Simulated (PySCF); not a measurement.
In(Cl)(Br)(OH) (BrClHInO), SMILES [Br][In]([OH])[Cl].

Coordinates come from a B3LYP-D3(BJ)/def2-SVP optimisation. The structure was generated by enumeration; whether it is a known compound was not checked. The def2 effective core potentials stand for the cores of In; spin–orbit coupling is left out. The values are those of a single conformer.

Computed with TDA-ωB97X/def2-SVPD in PySCF.

Vertical excitations.  State labels are in the subgroup Cs.

Computed UV-visible absorptions:
| state | symmetry | energy (eV) | λ (nm) | f | main pairs |
|---|---|---|---|---|---|
| S1 | A' | 5.09 | 243 | 0.027 | HOMO→LUMO 92 % |
| S2 | A" | 5.11 | 243 | 0.002 | HOMO−1→LUMO 90 % |
| S3 | A" | 5.43 | 228 | 0.006 | HOMO−3→LUMO 86 % |
| S4 | A' | 5.64 | 220 | 0.061 | HOMO−2→LUMO 87 % |
| S5 | A" | 6.01 | 206 | 0.053 | HOMO−4→LUMO 88 % |
| S6 | A' | 6.42 | 193 | 0.069 | HOMO−5→LUMO 44 %, HOMO−3→LUMO+1 25 %, HOMO−6→LUMO 22 % |
| S7 | A" | 6.50 | 191 | 0.000 | HOMO→LUMO+1 96 % |
| S8 | A' | 6.59 | 188 | 0.033 | HOMO−1→LUMO+1 57 %, HOMO−6→LUMO 23 %, HOMO−5→LUMO 15 % |
| S9 | A" | 6.84 | 181 | 0.000 | HOMO−2→LUMO+1 95 % |
| S10 | A' | 7.46 | 166 | 0.185 | HOMO−4→LUMO+1 35 %, HOMO−1→LUMO+1 17 %, HOMO−6→LUMO 16 %, HOMO−3→LUMO+1 11 % |
| T1 | A' | 4.62 | 269 | 0 | HOMO→LUMO 91 % |
| T2 | A" | 4.73 | 262 | 0 | HOMO−1→LUMO 88 % |
| T3 | A' | 4.98 | 249 | 0 | HOMO−2→LUMO 87 % |
| T4 | A" | 5.04 | 246 | 0 | HOMO−3→LUMO 78 % |
Triplets are in the Tamm–Dancoff approximation.
